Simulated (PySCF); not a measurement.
```xyz
6

C      1.4962     0.3007     0.1427
C      0.3225     0.0562     0.0601
C     -1.0855    -0.2189    -0.1011
O     -1.7916    -0.6378     0.7772
H      2.5365     0.5117     0.2354
H     -1.4780    -0.0119    -1.1143
```

Charge 0, multiplicity 1.

**Question.** Give the Mulliken and meta-Löwdin atomic charges from PBE0-D4/def2-TZVP in PySCF.

**Answer.** 
```csv
atom,Mulliken (e),meta-Löwdin (e)
C1,-0.05,-0.13
C2,-0.03,-0.07
C3,0.02,0.27
O4,-0.24,-0.36
H5,0.19,0.19
H6,0.10,0.10
```
